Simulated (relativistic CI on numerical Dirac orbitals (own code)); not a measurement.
# Mn2+ in a cubic cluster: L2,3 absorption with charge transfer

Computed with a charge-transfer multiplet model of a cubic metal-ligand cluster with up to 3 ligand holes, Slater and spin-orbit integrals from Dirac-Coulomb-Breit ions, Slater integrals scaled by 0.9. The ground state mixes d5 with configurations of k ligand holes L, whose averages lie at kΔ + k(k − 1)U_dd/2; a core hole lowers each added d electron by U_cd. 300 K, Lorentzian 0.4 eV and Gaussian 0.3 eV FWHM.

Atomic integrals in eV (Slater integrals scaled, ζ unscaled), ground: F2dd 9.229, F4dd 5.732, zeta_d 0.037; with the core hole: F2dd 9.982, F4dd 6.207, zeta_d 0.052, zeta_core 6.792, F2cd 5.719, G1cd 4.215, G3cd 2.393.

Cluster parameters (eV): Δ = 6.2, U_cd = 7.4, 10Dq = 0.95, 10Dq(ligand) = 0.4, V(eg) = 1.95, V(t2g) = -1.05, final-state hopping factor = 1.

```
         Case   n_d    d5   d6L  d7L2  d8L3     S
U_dd = 4.4 eV  5.12  0.88  0.11  0.00  0.00  2.50
U_dd = 6.5 eV  5.12  0.88  0.11  0.00  0.00  2.50
U_dd = 7.2 eV  5.12  0.88  0.11  0.00  0.00  2.50
```

Weights, n_d and S are thermal averages at 300 K. Photon energies count from the first peak over 30 % of the highest in each spectrum, which can be another peak from case to case. The parameters are a model scan and need not match a compound or its usual spin state. Peaks in eV (height, largest 100):
- U_dd = 4.4 eV: -1.5 (28), 0.0 (100), 1.3 (30), 3.1 (9), 3.9 (8), 5.0 (5), 9.7 (14), 11.4 (17), 12.1 (15), 12.4 (15)
- U_dd = 6.5 eV: -1.4 (26), 0.0 (100), 1.5 (30), 3.5 (11), 9.8 (14), 11.6 (16), 12.2 (15)
- U_dd = 7.2 eV: -1.4 (26), 0.0 (100), 1.5 (30), 3.6 (11), 9.8 (14), 11.7 (15), 12.3 (16)

Curve for U_dd = 4.4 eV (points under 2 left out, the grid thinned):

| E (eV) | Intensity |
| --- | --- |
| -2.8 | 2.3 |
| -2.4 | 4.7 |
| -2.0 | 12.6 |
| -1.7 | 21.6 |
| -1.3 | 24.8 |
| -0.9 | 17.0 |
| -0.6 | 24.0 |
| -0.2 | 76.3 |
| 0.2 | 82.9 |
| 0.6 | 52.7 |
| 1.0 | 30.5 |
| 1.3 | 30.1 |
| 1.7 | 18.4 |
| 2.1 | 11.0 |
| 2.4 | 9.5 |
| 2.8 | 8.9 |
| 3.2 | 9.2 |
| 3.6 | 7.9 |
| 4.0 | 8.1 |
| 4.3 | 6.5 |
| 4.7 | 5.2 |
| 5.1 | 5.3 |
| 5.4 | 4.6 |
| 5.8 | 4.2 |
| 6.2 | 3.1 |
| 6.6 | 3.0 |
| 7.0 | 4.4 |
| 7.3 | 4.2 |
| 7.7 | 2.8 |
| 8.1 | 2.8 |
| 8.4 | 3.3 |
| 8.8 | 4.5 |
| 9.2 | 7.3 |
| 9.6 | 13.7 |
| 10.0 | 11.5 |
| 10.3 | 9.3 |
| 10.7 | 10.2 |
| 11.1 | 13.0 |
| 11.4 | 16.7 |
| 11.8 | 14.1 |
| 12.2 | 14.9 |
| 12.6 | 13.5 |
| 13.0 | 5.9 |
| 13.3 | 3.7 |
| 13.7 | 2.1 |

For the case U_dd = 6.5 eV, Δ = 6.2 eV is smaller than U_dd = 6.5 eV, the charge-transfer side of the Zaanen-Sawatzky-Allen scheme. With the core hole the configuration with one ligand hole lies at Δ + U_dd − U_cd = 3.2, 5.3, 6.0 eV from the one without, in the order of the table; where this is negative the screened configuration lies lower, though the effective hopping of about 3.3 eV (from the holes of the mixed ground state) mixes the two strongly wherever it is as large as the gap.
